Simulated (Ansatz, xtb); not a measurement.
Isomers of H5InN2O in order of energy

3 gas-phase structures of H5InN2O, from a drawn sample of its isomers (lower ones may exist). Each was relaxed with GFN2-xTB:

A. a singlet given by its coordinates
B. `N[NH][InH][OH]`, a singlet
C. a singlet given by its coordinates

C (Å):

```xyz
9

In   -0.0850    0.1030    0.1037
N     0.9359    0.3801   -1.6617
N     0.3391   -1.1316    1.6880
O    -1.4344    1.4598    0.4912
H     1.5212   -0.4210   -1.8715
H     0.2924    0.4858   -2.4415
H     0.2429   -2.1142    1.4452
H    -0.3697   -0.9362    2.3906
H    -1.4424    2.1744   -0.1440
```

Close contacts (Å): In1–N2 2.06, In1–N3 2.05, In1–O4 1.95, In1–H9 2.49, N2–H5 1.01, N2–H6 1.02, N3–H7 1.02, N3–H8 1.02, O4–H9 0.96.

A (Å):

```xyz
9

In   -2.4734    1.2445    2.1935
N     0.0571   -0.0739    1.6325
N    -0.7796    0.0224    2.8031
O    -2.2505    1.9054    0.3702
H     0.6516   -0.8947    1.7205
H     0.6604    0.7483    1.6554
H    -1.1963   -0.9018    2.9332
H    -3.7912    1.9403    3.0694
H    -1.5433    1.4733   -0.1075
```

Close contacts (Å): In1–N3 2.18, In1–O4 1.95, N2–N3 1.44, In1–H8 1.73, In1–H9 2.49, N2–H5 1.02, N2–H6 1.02, N3–H7 1.02, O4–H9 0.96.

Problem. Which do you expect lowest at r2SCAN-D4/def2-SVP, and how would the others follow?

Solution. Calculated order at r2SCAN-D4/def2-SVP: C (0.0), A (42.0), B (42.5) kcal/mol. Less than 1 kcal/mol parts A and B, so the order within that pair means little.

Energies above the lowest of each column, in kcal/mol; the last columns are at PBE0-D4/def2-SVP geometries and were run for some of them only (a dash: not run or not comparable):

| structure | GFN2-xTB | HF/STO-3G | r2SCAN-D4/def2-SVP | PBE0-D4/def2-SVP | CCSD(T)/def2-SVP + ΔMP2/def2-TZVPP |
| --- | --- | --- | --- | --- | --- |
| C | 0.0 | 0.0 | 0.0 | 0.0 | 0.0 |
| A | 21.1 | 37.9 | 42.0 | 32.4 | 43.3 |
| B | 22.8 | 48.5 | 42.5 | – | – |

Every level run on C puts it lowest or level with the lowest. Flexible structures stand in one conformer each, not always the lowest. Frequencies (PBE0-D4/def2-SVP) were run for A, C alone. The ΔMP2 step shifts differences by up to 6.9 kcal/mol, which makes them less sure. Atoms past krypton carry core potentials in the def2 sets, without spin–orbit terms. ΔMP2 is the change of the MP2 energy from the smaller to the larger basis.

Programs: Ansatz 0.2.0, xtb 6.7.1.
